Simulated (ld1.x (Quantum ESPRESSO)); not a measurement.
## caesium (Cs), TM: configuration errors across variants

* Element: caesium (Cs)
* Generator: ld1.x (Quantum ESPRESSO) 7.5
* Type: norm-conserving Troullier–Martins (Kleinman–Bylander form)
* Functional: PBE
* Relativity: scalar-relativistic
* Frozen core: [Xe]
* Valence charge: 1
* Reference configuration: 5d0 6s1 6p0
* Partial waves: 6p (bound, empty): rc 3.55 bohr; 5d (bound, empty): rc 4.20 bohr; 6s (bound): rc 4.10 bohr
* Local potential: the s channel
* Core correction: none

All-electron excitation energies from the reference (eV): (1) 5d0 6s0.5 6p0 1.471; (2) 5d0 6s0 6p1 1.371; (3) 5d1 6s0 6p0 1.672; (4) 5d0.5 6s0.5 6p0 0.843.

A true bound ghost makes a file unfit for plane-wave use even where its test errors are small: the radial tests pick states by their node count and pass the ghost by.

Errors AE − PS in meV (a dash: test not solved or not reliable):

| change | (1) | (2) | (3) | (4) | bound ghosts |
| --- | --- | --- | --- | --- | --- |
| base | +16 | +125 | +134 | +42 | p |
| all radii scaled by about 0.77 (s 3.14, p 2.72, d 3.22 bohr) | +17 | +203 | +196 | +51 | p |
| all radii scaled by about 0.82 (s 3.38, p 2.92, d 3.46 bohr) | +16 | +131 | +199 | +66 | p |
| all radii scaled by about 0.90 (s 3.68, p 3.18, d 3.76 bohr) | +16 | +123 | +135 | +43 | p |
| all radii scaled by about 0.95 (s 3.90, p 3.38, d 3.98 bohr) | +16 | +129 | +133 | +43 | p |
| all radii scaled by about 1.04 (s 4.28, p 3.70, d 4.38 bohr) | +16 | +115 | +133 | +41 | p |
| all radii scaled by about 1.12 (s 4.60, p 3.98, d 4.72 bohr) | +16 | +99 | +126 | +38 | p |
| all radii scaled by about 1.18 (s 4.84, p 4.18, d 4.96 bohr) | +16 | +88 | +115 | +34 | p |
| all radii scaled by about 1.22 (s 5.02, p 4.34, d 5.14 bohr) | +16 | +83 | +96 | +27 | none |
| all radii scaled by about 1.40 (s 5.74, p 4.98, d 5.88 bohr) | +15 | +72 | +58 | +13 | none |

Task: Give the same row for: all radii scaled by about 1.31 (s 5.38, p 4.66, d 5.50 bohr).

Result: +15, +74, +71, +17; bound ghosts: none.
